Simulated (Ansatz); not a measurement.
Geometry optimisation, RKS PBE/cc-pVDZ (Ansatz 0.2.0).

Input file:

```yaml
crystal:
  periodic: [false, false, false]
  atoms:
    - { symbol: Si, position_ang: [-1.143265, 0.53706, -0.133896] }
    - { symbol: Si, position_ang: [-0.077896, -1.119045, 0.974204] }
    - { symbol: F, position_ang: [-0.911668, 0.348139, -1.775081] }
    - { symbol: F, position_ang: [-2.747466, 0.179755, 0.125253] }
    - { symbol: H, position_ang: [-0.964049, 1.98618, 0.215025] }
    - { symbol: H, position_ang: [1.936715, 0.219398, -0.280254] }
    - { symbol: S, position_ang: [2.113994, 1.428149, -0.887811] }
    - { symbol: H, position_ang: [-0.363075, -0.970895, 2.449112] }
    - { symbol: H, position_ang: [-0.653781, -2.433274, 0.497622] }
    - { symbol: H, position_ang: [1.417888, -1.189741, 0.790362] }
    - { symbol: H, position_ang: [1.392603, 1.014373, -1.974736] }
basis:
  gaussian: { orbitals: cc-pVDZ }
hamiltonian:
  xc: pbe
relax:
  f_tol: 0.03
  max_steps: 50
```

Launched with:

```bash
$ ansatz run input.yaml --threads 2 --pin off --max-ram 3072MiB --backend cpu --events-out ev --progress --plain --runs-dir out
```

Where does it end, and by what steps?

The forces met the threshold. After 9 steps the energy has fallen by 0.168 eV; H6 moved furthest, 1.13 Å.

```csv
step,energy less start (eV),largest force component (eV/Å),accepted
0,0.0000,1.033,yes
1,-0.1008,0.207,yes
2,-0.1271,0.271,yes
3,-0.1339,0.413,yes
4,-0.1542,0.308,yes
5,-0.1550,0.564,yes
6,-0.1617,0.119,yes
7,-0.0977,0.635,no
8,-0.1663,0.061,yes
9,-0.1677,0.030,yes
```

```xyz
11
Properties=species:S:1:pos:R:3
Si -1.255 0.480 -0.110
Si -0.228 -1.245 1.121
F -0.867 0.320 -1.728
F -2.895 0.230 -0.025
H -1.017 1.914 0.271
H 2.855 0.414 -0.908
S 2.190 1.607 -0.930
H -0.515 -1.035 2.587
H -0.826 -2.556 0.678
H 1.262 -1.268 0.900
H 1.295 1.138 -1.854
```

Whether the end is a true minimum wasn't checked by a vibrational analysis.

Time of the run: 20 s on 2 threads of AMD EPYC 7B13 (Zen 3) (shared host), peak memory 0.18 GiB.
